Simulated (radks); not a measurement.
Values are calculated unless marked as measured or tabulated.
Question: Ionisation ladder of fluorine, from F I to F VII. Each ion is in the ground configuration listed by NIST, and IE = E(next ion) - E(this ion). Code: a radial shooting solver on a logarithmic mesh with Libxc functionals. Model: non-relativistic Kohn-Sham, r2SCAN, spin-polarised, spherical densities, point nucleus; open shells are filled with parallel spins first; meta-GGA in the generalised Kohn-Sham scheme.

| species | configuration | IE, Delta-SCF (eV) | -e(HOMO) (eV) | HOMO |
|---|---|---|---|---|
| F I | [He] 2s2 2p5 | 17.763 | 10.367 | 2p down |
| F II | [He] 2s2 2p4 | 34.062 | 25.592 | 2p down |
| F III | [He] 2s2 2p3 | 64.196 | 52.815 | 2p up |
| F IV | [He] 2s2 2p2 | 88.326 | 75.945 | 2p up |
| F V | [He] 2s2 2p1 | ? | 100.96 | 2p up |
| F VI | [He] 2s2 | ? | 144.58 | 2s |
| F VII | [He] 2s1 | ? | 174.35 | 2s up |

Estimate the withheld Delta-SCF values.

Answer: F V: 113.92 eV (NIST 114.25); F VI: 154.67 eV (NIST 157.16); F VII: 184.73 eV (NIST 185.19).
